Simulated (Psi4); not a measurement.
IIn, singlet, at a GFN2-xTB geometry (such geometries of metal compounds can be far from the true shape) (core potentials on I, In). Base run: BLYP/def2-SVP run with Psi4 1.11.

Psi4 was given this input:
```
memory 2 GB

molecule {
0 1
  In   -0.00000000   -0.00000000   -1.44929646
  I     0.00000000    0.00000000    1.33991559
}

set basis def2-svp

energy('blyp')
print_variables()
```

The base run was repeated with changes; each row names its change, and settings that it needs were set with it.

```csv
change,E (Eh),dipole (D)
base,-487.82305,3.15
functional = tpssh,-487.75188,3.53
functional = cam-b3lyp,___,___
functional = revpbe,___,___
functional = hf (with energy('scf')),-485.95135,3.87
functional = svwn,___,___
functional = wb97x-v,-487.87253,3.84
functional = tpss,-487.72447,3.41
functional = r2scan,-488.09886,3.46
functional = m06,-488.04308,3.52
functional = pw6b95,___,___
functional = m06-2x,-487.77159,4.08
functional = hse06,-487.92584,3.53
```

Q: Some entries are withheld; supply them.

A: 
- functional = cam-b3lyp, E (Eh): -487.89283
- functional = cam-b3lyp, dipole (D): 3.69
- functional = revpbe, E (Eh): -488.00876
- functional = revpbe, dipole (D): 3.30
- functional = svwn, E (Eh): -488.10479
- functional = svwn, dipole (D): 3.26
- functional = pw6b95, E (Eh): -488.21384
- functional = pw6b95, dipole (D): 3.59

Absolute energies of different levels of theory aren't comparable as measures of quality.
